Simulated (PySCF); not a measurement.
Al(I)(Me)(OH) (CH₄AlIO), SMILES [CH3][Al]([OH])[I].

Geometry optimised at B3LYP-D3(BJ)/def2-SVP. The def2 effective core potentials stand for the cores of I; spin–orbit coupling is left out. Other conformers were not sampled.

The numbers are results of PBE/def2-TZVP (PySCF), not measurements.

Symmetry labels are those of the subgroup Cs that the program uses (full group Cs).

List the valence orbital energies around the gap with their symmetry. (An estimate is asked for; the answer gives what the named calculation found.)


```csv
orbital,symmetry,energy (eV)
HOMO−7,A',-9.90
HOMO−6,A",-9.85
HOMO−5,A',-9.17
HOMO−4,A',-8.02
HOMO−3,A",-7.80
HOMO−2,A',-7.26
HOMO−1,A",-6.65
HOMO,A',-6.48
LUMO,A',-1.36
LUMO+1,A",-1.32
LUMO+2,A',0.22
LUMO+3,A',0.68
```
